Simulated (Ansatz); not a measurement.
Stepwise reaction of `C[N](C)[Mg][N](C)C` with hydrogen, as a gas-phase model of exchange steps in deposition or etching. ΔE in kJ/mol.

Program: Ansatz. Geometries: PBE0-D4/def2-TZVP. ΔE: electronic, gas phase. CCSD(T)/CBS adds triple-zeta CCSD(T) − MP2 to the extrapolated MP2 energy (def2 sets, frozen cores). This one scheme is used for every species. Functionals use def2-TZVPP. B3LYP here is the variant with VWN-RPA as its local correlation; programs differ in this. For Mg outer-core shells are correlated without core-valence functions, which leaves a few kJ/mol of doubt a bond. Each species was taken in one conformer, which may not be the lowest.

| step | reaction | PBE-D4 | B3LYP-D4 | ωB97M-V | CCSD(T)/CBS |
| --- | --- | --- | --- | --- | --- |
| 1 | `C[N](C)[Mg][N](C)C` + H₂ → `C[N](C)[MgH]` + `CNC` | 19.9 | 19.2 | 15.6 | 29.3 |

**Question.** Give the row of step 2, `C[N](C)[MgH]` + H₂ → `[MgH2]` + `CNC`. (Best estimate.)

**Answer.** Computed: 
| step | reaction | PBE-D4 | B3LYP-D4 | ωB97M-V | CCSD(T)/CBS |
| --- | --- | --- | --- | --- | --- |
| 2 | `C[N](C)[MgH]` + H₂ → `[MgH2]` + `CNC` | 25.8 | 24.1 | 20.5 | 31.8 |

**Question.** By hand: ΔE of the 2 steps together at CCSD(T)/CBS.

**Answer.** (29.3) + (31.8) = 61.1 kJ/mol, or 30.6 kJ/mol a step.

In ΔE the steps differ by no more than 2.5 kJ/mol. All are uphill at CCSD(T)/CBS. PBE-D4 differs from CCSD(T)/CBS by -9.4 to -6.0 kJ/mol a step. Isolated molecules leave out the surface, adducts and barriers. Largest T1 diagnostic: 0.011.
